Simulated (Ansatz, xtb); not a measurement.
**Two structures of CH3AlZn**

Structure a: a singlet given by its coordinates. Structure b: `[Al][CH2][ZnH]`, a singlet. Both are isolated molecules in the gas phase, relaxed with PBE0-D3(BJ)/def2-SVP.

a (Å):

```xyz
6

C     0.4270    1.0755   -0.7341
Al    1.4335   -0.0181    0.6083
Zn   -0.1932    0.6284    2.9137
H    -0.6290    0.7632   -0.8343
H     0.4181    2.1532   -0.4865
H     0.8871    0.9794   -1.7350
```

Close contacts (Å): C1–Al2 2.00, Al2–Zn3 2.89, C1–H4 1.11, C1–H5 1.11, C1–H6 1.11.

b (Å):

```xyz
6

C     1.1306   -1.6028    0.1953
Al    2.8883   -2.2348   -0.4098
Zn   -0.4737   -2.2301   -0.6989
H     1.1110   -0.4932    0.1291
H     1.0111   -1.8631    1.2695
H    -1.7504   -2.7354   -1.4179
```

Energies in hartree; the thermal terms are from PBE0-D3(BJ)/def2-SVP harmonic frequencies (ideal gas, rigid rotor, one conformer each, 298.15 K, 1 atm) and include the zero-point energy:

```
                                a            b
E, CCSD(T)/def2-TZVP  −2060.193777  −2060.180894
   zero-point energy      0.034267      0.030086
        H(298 K) − E      0.040973      0.036061
        G(298 K) − E      0.003369      0.001439
```

Question: Work out ΔE, ΔE₀, ΔH and ΔG for a → b in kcal/mol (1 Eh = 627.51 kcal/mol) and the equilibrium ratio [b]/[a].

Answer: 1. ΔE = −2060.180894 − (−2060.193777) = +0.012883 Eh = +8.08 kcal/mol.
2. ΔE₀ = ΔE + ΔZPE = +0.012883 + (−0.004181) Eh = +5.46 kcal/mol.
3. ΔH = ΔE + (−0.004912) Eh = +5.00 kcal/mol.
4. ΔG = ΔE + (−0.001930) Eh = +6.87 kcal/mol, so ΔS = (ΔH − ΔG)/T = −26.3 J/(mol K).
5. kT = 0.9442 mEh, so K = [b]/[a] = exp(−ΔG/kT) = exp(−11.60) ≈ 9.2 × 10^−6.

Structure a is favoured at this temperature. An error of 1 kcal/mol in ΔG would change K by a factor of 5.4. Mirror images and further conformers aren't counted.

Other levels gave ΔE = +6.6 (PBE0-D3(BJ)/def2-SVP); +10.4 (HF/def2-TZVP); +3.2 (MP2/def2-TZVP) kcal/mol. The correlated steps freeze 11 core orbitals; the last core shell of Zn is correlated, in a basis made for valence electrons. Programs: Ansatz 0.2.0.
